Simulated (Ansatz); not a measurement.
`BCBCC#C` + H₂ → `BCBC` + `C#C` at 400 K and 1 bar (hydrogenolysis of a C–C bond).

Isolated molecules relaxed with PBE0-D4/def2-TZVP in Ansatz; ΔE leaves out vibrations. CCSD(T)/CBS is the MP2 limit (def2-TZVPP, def2-QZVPP) plus CCSD(T) − MP2 in def2-TZVPP, frozen cores. This one scheme is used for every species. One conformer a species, not always the lowest.

```csv
species,CCSD(T)/CBS energy (Eh),H − E (kJ/mol),S (J/(mol·K))
`BCBCC#C`,-206.52690,319.0,368.9
H₂,-1.17544,38.0,139.0
`BCBC`,-130.49141,283.4,358.7
`C#C`,-77.22717,85.5,213.8
```

H − E and S are ideal-gas, rigid-rotor, harmonic terms from PBE0-D4/def2-TZVP, for one conformer and one mirror image of each species. The MP2-based limit puts H₂ 0.8 mEh under its directly extrapolated value; such offsets cancel only in part. 1 Eh = 2625.50 kJ/mol, R = 8.31446 J/(mol·K).

Q: By hand: ΔE, ΔH, ΔS and ΔG.

A: ΔE = (-130.49141) + (-77.22717) − (-206.52690) − (-1.17544) = -0.01624 Eh = -42.6 kJ/mol. Δ(H − E) = 283.4 + 85.5 − 319.0 − 38.0 = 11.9, so ΔH = -30.7 kJ/mol. ΔS = 358.7 + 213.8 − 368.9 − 139.0 = 64.6 J/(mol·K). ΔG = -30.7 − 400 × (64.6)/1000 = -56.5 kJ/mol.

Q: By hand: the equilibrium constant, and the temperature at which ΔG would vanish if ΔH and ΔS stayed fixed.

A: log₁₀ K = −ΔG/(RT ln 10) = 7.4. ΔH and −TΔS have one sign here, so there is no such temperature.

TΔS isn't small against ΔH here. A doubt of 5 kJ/mol in ΔE shifts log₁₀ K by 0.7 here. Other conformers and mirror images would add mixing entropy, several J/(mol·K) or more a flexible species. These are equilibria of isolated gas molecules and say nothing of rates. Largest T1 diagnostic: 0.016 (customary marks: 0.02 for closed shells, 0.045 for open ones).
